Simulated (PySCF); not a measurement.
Electron correlation in Ge(2+) (germanium, charge +2)

[Ar] 3d10 4s2, closed-shell 1S. All numbers are calculated (PySCF 2.14, scalar relativity through the core potential, in aug-cc-pVDZ-PP with ECP10MDF (5s4p3d, 32 functions)). Frozen: 3s2 3p6 3d10; 2 electrons correlated.

Total MP2 correlation energy: -25.50 mhartree.

Same-spin part 0.00 and opposite-spin part -25.50 mhartree; SCS-MP2 scales them by 1/3 and 6/5 to -30.60 mhartree.

With two correlated electrons CCSD is exact within the correlated space (frozen core and kept virtual orbitals).

```json
{"level": "CCSD", "correlation energy (mhartree)": "-37.78"}
```

Diagnostics: T1 = 0.0031, D1 = 0.0044, largest double amplitude 0.102.

Cost of the coupled-cluster step: 0.04 s of wall time on 1 thread of Intel(R) Xeon(R) Platinum 8559C (shared host), for 2 correlated electrons.
